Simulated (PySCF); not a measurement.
C7H7N.
Atom-mapped SMILES: `[CH2:1]=[CH:2]/[CH:3]=[CH:4]\[CH:5]=[CH:6]/[C:7]#[N:8]` (hydrogens: H9, H10 on C1; H11 on C2; H12 on C3; H13 on C4; H14 on C5; H15 on C6)

The calculation used PBE0-D3(BJ)/def2-SVP geometry optimisation, gas phase in PySCF 2.14.0.

What internal coordinates does the optimisation give?

```tsv
bond	length (Å)
C1=C2	1.343
C2–C3	1.447
C3=C4	1.357
C4–C5	1.440
C5=C6	1.355
C6–C7	1.423
C7≡N8	1.161
C1–H9	1.092
C1–H10	1.094
C2–H11	1.095
C3–H12	1.095
C4–H13	1.095
C5–H14	1.093
C6–H15	1.093
```

A selection of angles:
```tsv
angle	degrees
C1–C2–C3	123.1
C2–C3–C4	127.1
C3–C4–C5	125.5
C4–C5–C6	124.9
C5–C6–C7	123.5
C6–C7–N8	179.6
```

Torsions: C1–C2–C3–C4 180° (antiperiplanar); C2–C3–C4–C5 0° (synperiplanar); C3–C4–C5–C6 180° (antiperiplanar); C4–C5–C6–C7 0° (synperiplanar).

Of the pairs four or more bonds apart, H11···H14 is among the closest relative to their van der Waals radii: 2.13 Å, 89 % of the sum of Bondi's values. The C–C distances run from 1.343 Å (C1=C2, drawn double) to 1.447 Å (C2–C3, drawn single), a spread of 0.104 Å. The 8 heavy atoms lie in one plane (0.001 Å rms).

Point group: Cs (tolerance 0.08 Å). No frequency check. The numbers are those of one conformer.

Time: 31 s of wall time. Hardware: Arm Neoverse V2, one thread (shared host). This is the geometry optimisation.
